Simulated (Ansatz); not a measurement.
Ansatz (an electronic-structure program) input (RPA@PBE/cc-pV(T+d)Z):
A basis named .json is the Basis Set Exchange file of that set.

Ansatz 0.2 input:
```yaml
crystal:
  periodic: [false, false, false]
  atoms:
    - {symbol: Si, position_ang: [-0.90981602, 0.03036171, -0.57651487]}
    - {symbol: C, position_ang: [-1.86255620, 1.60789521, -0.50428996]}
    - {symbol: C, position_ang: [-1.33082724, -1.11951178, 0.84275451]}
    - {symbol: N, position_ang: [0.79348572, 0.35132889, -0.49331446]}
    - {symbol: Si, position_ang: [1.99759065, -0.33661729, 0.53734871]}
    - {symbol: H, position_ang: [-1.27097314, -0.63724597, -1.85609012]}
    - {symbol: H, position_ang: [-1.55116046, 2.45039887, 0.10508262]}
    - {symbol: H, position_ang: [-2.79221902, 1.76201197, -1.04227166]}
    - {symbol: H, position_ang: [-2.39278604, -1.37056659, 0.82073754]}
    - {symbol: H, position_ang: [-0.76599487, -2.05233243, 0.77410137]}
    - {symbol: H, position_ang: [-1.11470987, -0.65666185, 1.80748826]}
    - {symbol: H, position_ang: [1.14811396, 1.01164332, -1.17097471]}
    - {symbol: H, position_ang: [2.08913177, -1.81087209, 0.39174796]}
    - {symbol: H, position_ang: [3.30121378, 0.26480394, 0.17070393]}
    - {symbol: H, position_ang: [1.72643970, -0.06320411, 1.97021502]}
basis:
  gaussian:
    orbitals: cc-pV_T+d_Z.json
hamiltonian:
  xc: pbe
magnetization: {spin_polarized: true, initial_magnetization: 1}
correlation: {method: rpa, electrons: outside_noble_gas}
```

Output:

```
Functional definition: PBE
integrals: 0.93 GiB planned
1746 factors; integrals over basis functions are off by at most 1.2e-3 eV
0.40 GiB of the device are held for the grids
1.76 GiB of device memory are held for the factors and their scratch space
mean field: 2.18 GiB planned
mean field evaluation 1: about -19452.1263 eV, gradient 6.8e1 eV
mean field evaluation 2: about -19452.1183 eV, gradient 6.8e1 eV
mean field evaluation 4: about -19468.2708 eV, gradient 2.4e1 eV
mean field evaluation 8: about -19471.0610 eV, gradient 7.1e-1 eV
mean field evaluation 16: about -19471.0621 eV, gradient 4.6e-4 eV
mean field -19471.06212868 eV, -715.5483352689 hartree, gradient 3.4e-6 eV, S^2 0.753424; 0 other end points of the search recorded, 0 dependent functions left out
13 core orbitals not correlated
reference -19426.97488789 eV, -713.9281590534 hartree; 16, 15 occupied and 279, 280 virtual orbitals, 1746 factors
Total energy: -19464.96694281 eV, -715.3243413197 hartree
```

It need not be the lowest isomer of its formula.
